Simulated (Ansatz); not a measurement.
B2W2. Total charge 0; singlet. Geometry PBE0-D4/def2-TZVP; atoms count from 1.

```xyz
4

W    -0.065    1.036   -0.595
W     0.118   -0.489    1.085
B    -1.480   -0.273   -0.087
B     1.427   -0.274   -0.404
```

In the def2 sets W takes a core potential; there is no spin–orbit coupling. The restricted singlet is unstable: a solution with broken spin symmetry lies lower. The geometry of the singlet was relaxed on an unsound state (restricted singlet, unstable towards broken spin symmetry). The structure comes from a short search, and lower isomers may exist.

Question: Estimate the Mulliken populations from the PBE0/def2-TZVP orbitals of Ansatz.

Answer: 
| atom | charge (e) | d electrons |
| --- | --- | --- |
| W1 | 0.11 | 4.60 |
| W2 | 0.11 | 4.60 |
| B3 | -0.11 | – |
| B4 | -0.11 | – |
Mulliken values and Mayer orders depend strongly on the basis.

Question: And the Mayer bond orders between bonded heavy atoms (over 0.3)?

Answer: W1–W2 3.06 (2.28 Å); W1–B3 1.56 (1.99 Å); W1–B4 1.56 (1.99 Å); W2–B3 1.56 (1.99 Å); W2–B4 1.56 (1.99 Å).
